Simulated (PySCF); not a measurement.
Al(H)(OH)(iPr) (C₃H₉AlO), SMILES C[CH](C)[AlH][OH].

Geometry optimised at PBE0-D3(BJ)/def2-SVP. The structure was generated by enumeration; whether it is a known compound was not checked. The values are those of a single conformer.

Computed with IEF-PCM-B3LYP/def2-SVP run with PySCF.

The values are the electrostatic part of the solvation free energy, E(continuum) − E(gas) at the gas-phase geometry, in a cavity of scaled van der Waals radii (PySCF's table); cavitation and dispersion terms are not included. A continuum can't describe solvent molecules that bind to the metal. In vacuum the orbital gap is 6.31 eV. The dipole moment in vacuum is 0.74 D.

Q: Estimate the values in water (ε = 78.36), chlorobenzene (ε = 5.70), ethanol (ε = 24.85). (An estimate is asked for; the answer gives what the named calculation found.)

A: 
```json
[
 {"solvent": "water", "ε": "78.36", "ΔG(elec) (kcal/mol)": "-5.7", "dipole (D)": "0.92", "gap (eV)": "6.58"},
 {"solvent": "chlorobenzene", "ε": "5.70", "ΔG(elec) (kcal/mol)": "-4.3", "dipole (D)": "0.86", "gap (eV)": "6.50"},
 {"solvent": "ethanol", "ε": "24.85", "ΔG(elec) (kcal/mol)": "-5.5", "dipole (D)": "0.90", "gap (eV)": "6.56"}
]
```
